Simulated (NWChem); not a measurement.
System: C$_{3}$H$_{11}$Si$_{3}$, doublet; SMILES C1[SiH]C[SiH2]C[SiH2]1

NWChem input:

```
start job
memory heap 200 mb stack 900 mb global 1100 mb
geometry units angstroms noautoz
  C     -0.946411    -1.565951    -0.404251
  Si    -1.870066    -0.006515     0.166582
  C     -0.957581     1.559637    -0.403823
  Si     0.852801     1.590929     0.168012
  C      1.732266     0.006404    -0.377835
  Si     0.864145    -1.584502     0.167586
  H     -0.976239    -1.627738    -1.500411
  H     -1.460790    -2.457157    -0.023189
  H     -1.957819    -0.006993     1.662512
  H     -0.987888     1.621574    -1.499959
  H     -1.478304     2.447015    -0.022457
  H      0.892962     1.695328     1.654071
  H      1.555677     2.788514    -0.384306
  H      1.813195     0.006829    -1.474192
  H      2.759922     0.010040     0.009453
  H      0.905077    -1.689038     1.653613
  H      1.575520    -2.776900    -0.385073
end
basis spherical
  C library 6-31g*
  Si library 6-31g*
  H library 6-31g*
end
dft
  odft
  mult 2
  xc xwpbe 1.00 cpbe96 1.0 hfexch 1.00
  cam 0.4 cam_alpha 0.0 cam_beta 1.0
  iterations 150
  mulliken
end
task dft energy
```

NWChem printed, in part:

```
             Northwest Computational Chemistry Package (NWChem) 7.3.0
             --------------------------------------------------------

 CS  symmetry detected

                             Geometry "geometry" -> ""
                             -------------------------

 Output coordinates in angstroms (scale by  1.889725989 to convert to a.u.)

  No.       Tag          Charge          X              Y              Z
 ---- ---------------- ---------- -------------- -------------- --------------
    1 C                    6.0000    -0.94366543    -0.40044464    -1.56280398
    2 Si                  14.0000    -1.86292979     0.16825816     0.00000000
    3 C                    6.0000    -0.94366543    -0.40044464     1.56280398
    4 Si                  14.0000     0.86561806     0.17516651     1.58772563
    5 C                    6.0000     1.74055308    -0.36864370     0.00000000
    6 Si                  14.0000     0.86561806     0.17516651    -1.58772563
    7 H                    1.0000    -0.97144600    -1.49665299    -1.62466644
    8 H                    1.0000    -1.46201399    -0.02031100    -2.45210164
    9 H                    1.0000    -1.95380402     1.66400187     0.00000000
   10 H                    1.0000    -0.97144600    -1.49665299     1.62466644
   11 H                    1.0000    -1.46201399    -0.02031100     2.45210164
   12 H                    1.0000     0.90306430     1.66129086     1.69219384
   13 H                    1.0000     1.57389917    -0.37584583     2.78272469
   14 H                    1.0000     1.82376973    -1.46482952     0.00000000
   15 H                    1.0000     2.76740544     0.02078701     0.00000000
   16 H                    1.0000     0.90306430     1.66129086    -1.69219384
   17 H                    1.0000     1.57389917    -0.37584583    -2.78272469

 Effective nuclear repulsion energy (a.u.)     434.4228035728

      Symmetry information
      --------------------

 Group name             Cs
 Group number              2
 Group order               2
 No. of unique centers    11

  pbe96 is a nonlocal functional; adding pw91lda local functional.

                                 NWChem DFT Module
                                 -----------------

 Summary of "ao basis" -> "ao basis" (spherical)
 ------------------------------------------------------------------------------
       Tag                 Description            Shells   Functions and Types
 ---------------- ------------------------------  ------  ---------------------
 C                           6-31g*                  6       14   3s2p1d
 Si                          6-31g*                  8       18   4s3p1d
 H                           6-31g*                  2        2   2s

      Symmetry analysis of basis
      --------------------------

        a'         69
        a"         49

            General Information
            -------------------
          SCF calculation type: DFT
          Wavefunction type:  spin polarized.
          No. of atoms     :    17
          No. of electrons :    71
           Alpha electrons :    36
            Beta electrons :    35
          Charge           :     0
          Spin multiplicity:     2
          Use of symmetry is: on ; symmetry adaption is: on
          Maximum number of iterations: 150
          AO basis - number of functions:   118
                     number of shells:    64
          Convergence on energy requested:  1.00D-06
          Convergence on density requested:  1.00D-05
          Convergence on gradient requested:  5.00D-04

              XC Information
              --------------
                     Hartree-Fock (Exact) Exchange  1.000
                     LC-wPBE(h)Exchange Functional  1.000
            Perdew 1991 LDA Correlation Functional  1.000 local
           PerdewBurkeErnz. Correlation Functional  1.000 non-local

           Range-Separation Parameters
           ---------------------------
           Alpha           :  0.00
           Beta            :  1.00
           Gamma           :  0.40
           Short-Range HF  :     F

             Grid Information
             ----------------
          Grid used for XC integration:  medium
          Radial quadrature: Mura-Knowles
          Angular quadrature: Lebedev.
          Tag              B.-S. Rad. Rad. Pts. Rad. Cut. Ang. Pts.
          ---              ---------- --------- --------- ---------
          C                   0.70       49          12.0       434
          Si                  1.10       88          11.0       590
          H                   0.35       45          13.0       434
          Grid pruning is: on
          Number of quadrature shells:   589
          Spatial weights used:  Erf1

      Superposition of Atomic Density Guess
      -------------------------------------

 Sum of atomic energies:        -984.91324294

      Non-variational initial energy
      ------------------------------

 Total energy =    -988.155983
 1-e energy   =   -2223.972231
 2-e energy   =     801.393444
 HOMO         =      -0.120351
 LUMO         =       0.065033

   Symmetry analysis of molecular orbitals - initial alpha
   -------------------------------------------------------

  Numbering of irreducible representations:

     1 a'          2 a"

  Orbital symmetries:

     1 a'          2 a"          3 a'          4 a'          5 a'
     6 a"          7 a'          8 a"          9 a'         10 a'
    11 a"         12 a'         13 a'         14 a"         15 a"
    16 a'         17 a"         18 a'         19 a'         20 a"
    21 a'         22 a"         23 a'         24 a'         25 a'
    26 a"         27 a'         28 a'         29 a"         30 a'
    31 a"         32 a'         33 a"         34 a'         35 a"
    36 a'         37 a'         38 a"         39 a'         40 a'
    41 a"         42 a"         43 a'         44 a'         45 a"
    46 a'

   Symmetry analysis of molecular orbitals - initial beta
   ------------------------------------------------------

  Numbering of irreducible representations:

     1 a'          2 a"

  Orbital symmetries:

     1 a'          2 a"          3 a'          4 a'          5 a'
     6 a"          7 a'          8 a"          9 a'         10 a'
    11 a"         12 a'         13 a'         14 a"         15 a"
    16 a'         17 a"         18 a'         19 a'         20 a"
    21 a'         22 a"         23 a'         24 a'         25 a'
    26 a"         27 a'         28 a'         29 a"         30 a'
    31 a"         32 a'         33 a"         34 a'         35 a"
    36 a'         37 a'         38 a"         39 a'         40 a'
    41 a"         42 a"         43 a'         44 a'         45 a"
    46 a'

     ---------------------------------------------
      Total Density - Mulliken Population Analysis
     ---------------------------------------------

    Atom       Charge   Shell Charges
 -----------   ------   -------------------------------------------------------
    1 C    6     7.00   2.00  0.73  2.07  0.72  1.47  0.02
    2 Si  14    13.49   2.00  2.00  5.97  1.01  1.44  0.36  0.60  0.11
    3 C    6     7.00   2.00  0.73  2.07  0.72  1.47  0.02
    4 Si  14    13.40   2.00  2.00  5.97  0.95  1.59  0.27  0.47  0.15
    5 C    6     7.02   2.00  0.72  2.09  0.72  1.47  0.02
    6 Si  14    13.40   2.00  2.00  5.97  0.95  1.59  0.27  0.47  0.15
    7 H    1     0.73   0.45  0.28
    8 H    1     0.72   0.45  0.28
    9 H    1     1.07   0.47  0.60
   10 H    1     0.73   0.45  0.28
   11 H    1     0.72   0.45  0.28
   12 H    1     1.07   0.48  0.59
   13 H    1     1.07   0.48  0.59
   14 H    1     0.73   0.45  0.28
   15 H    1     0.72   0.44  0.28
   16 H    1     1.07   0.48  0.59
   17 H    1     1.07   0.48  0.59

     --------------------------------------------
      Spin Density - Mulliken Population Analysis
     --------------------------------------------

    Atom       Charge   Shell Charges
 -----------   ------   -------------------------------------------------------
    1 C    6     0.05   0.00  0.00  0.04 -0.00  0.01  0.00
    2 Si  14     0.74   0.00  0.00  0.00  0.07  0.30  0.06  0.31  0.00
    3 C    6     0.05   0.00  0.00  0.04 -0.00  0.01  0.00
    4 Si  14     0.04   0.00  0.00  0.00  0.01  0.02 -0.00  0.01  0.00
    5 C    6     0.00   0.00  0.00  0.00 -0.00 -0.00  0.00
    6 Si  14     0.04   0.00  0.00  0.00  0.01  0.02 -0.00  0.01  0.00
    7 H    1     0.00   0.00 -0.00
    8 H    1     0.00   0.00 -0.00
    9 H    1     0.04   0.02  0.02
   10 H    1     0.00   0.00 -0.00
   11 H    1     0.00   0.00 -0.00
   12 H    1     0.00   0.00 -0.00
   13 H    1     0.02   0.01  0.01
   14 H    1     0.00   0.00  0.00
   15 H    1     0.00   0.00  0.00
   16 H    1     0.00   0.00 -0.00
   17 H    1     0.02   0.01  0.01

[...]
```

Level: LC-wPBE (HJS exchange hole, range parameter 0.4 per bohr)/6-31G* (spherical d), spin-unrestricted. Structure relaxed at the B3LYP/6-31G* (spherical d), spin-unrestricted level. No frequency run checked for a minimum. No stability test was run on the SCF state.
